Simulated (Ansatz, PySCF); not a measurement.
ClH6NSi3, SMILES [SiH]1([SiH2]N[SiH2]1)Cl. Atoms are numbered in the order given.

```xyz
11

Cl     2.3476    -0.5000     0.0000
Si     0.6229     0.6610     0.0000
Si    -1.0927    -0.0407    -1.4499
N     -2.0367    -0.3518     0.0000
Si    -1.0927    -0.0407     1.4499
H      1.0257     2.0971     0.0000
H     -1.7116     0.9797    -2.3557
H     -0.8014    -1.2556    -2.2746
H     -2.9948    -0.6912     0.0000
H     -0.8014    -1.2556     2.2746
H     -1.7116     0.9797     2.3557
```
Charge 0, spin multiplicity 1.

Coordinates come from a PBE0-D3(BJ)/def2-SVP optimisation. The structure was generated by enumeration, and PubChem lists no compound with its InChIKey, so it may never have been made.

Two levels are set side by side: PBE-D3(BJ)/def2-SVP (Ansatz, a program for electronic structure) and PBE0-D3(BJ)/def2-SVP (Ansatz). Each level has its own optimised geometry; the coordinates shown are those of the second. Frequencies come from the Hessian of PySCF at each geometry. Differences are taken from unrounded values.

```json
[
 {"quantity": "mean bond length (Å)", "PBE0-D3(BJ)": "1.709"},
 {"quantity": "bond Cl1–Si2 (Å)", "PBE0-D3(BJ)": "2.079"},
 {"quantity": "bond Si2–Si3 (Å)", "PBE0-D3(BJ)": "2.353"},
 {"quantity": "bond Si2–Si5 (Å)", "PBE0-D3(BJ)": "2.353"},
 {"quantity": "bond Si3–N4 (Å)", "PBE0-D3(BJ)": "1.758"},
 {"quantity": "bond N4–Si5 (Å)", "PBE0-D3(BJ)": "1.758"},
 {"quantity": "bond Si2–H6 (Å)", "PBE0-D3(BJ)": "1.491"},
 {"quantity": "bond Si3–H7 (Å)", "PBE0-D3(BJ)": "1.498"},
 {"quantity": "bond Si3–H8 (Å)", "PBE0-D3(BJ)": "1.497"},
 {"quantity": "bond N4–H9 (Å)", "PBE0-D3(BJ)": "1.016"},
 {"quantity": "bond Si5–H10 (Å)", "PBE0-D3(BJ)": "1.497"},
 {"quantity": "bond Si5–H11 (Å)", "PBE0-D3(BJ)": "1.498"},
 {"quantity": "highest harmonic wavenumber (cm⁻¹)", "PBE0-D3(BJ)": "3622"},
 {"quantity": "mean harmonic wavenumber (cm⁻¹)", "PBE0-D3(BJ)": "1008"},
 {"quantity": "zero-point energy (kcal/mol)", "PBE0-D3(BJ)": "38.90"}
]
```

Q: What does PBE-D3(BJ) give, and how far is it from PBE0-D3(BJ)? (An estimate is asked for; the answer gives what the named calculation found.)

A: 
| quantity | PBE-D3(BJ) | PBE-D3(BJ) minus PBE0-D3(BJ) |
|---|---|---|
| mean bond length (Å) | 1.721 | 0.012 |
| bond Cl1–Si2 (Å) | 2.092 | 0.013 |
| bond Si2–Si3 (Å) | 2.364 | 0.011 |
| bond Si2–Si5 (Å) | 2.364 | 0.011 |
| bond Si3–N4 (Å) | 1.772 | 0.014 |
| bond N4–Si5 (Å) | 1.772 | 0.014 |
| bond Si2–H6 (Å) | 1.504 | 0.012 |
| bond Si3–H7 (Å) | 1.510 | 0.012 |
| bond Si3–H8 (Å) | 1.509 | 0.012 |
| bond N4–H9 (Å) | 1.025 | 0.009 |
| bond Si5–H10 (Å) | 1.509 | 0.012 |
| bond Si5–H11 (Å) | 1.510 | 0.012 |
| highest harmonic wavenumber (cm⁻¹) | 3499 | -123 |
| mean harmonic wavenumber (cm⁻¹) | 970 | -37 |
| zero-point energy (kcal/mol) | 37.45 | -1.45 |

Exact exchange shortens and stiffens bonds; PBE has none. Differences between two approximate levels are no errors against the true value.
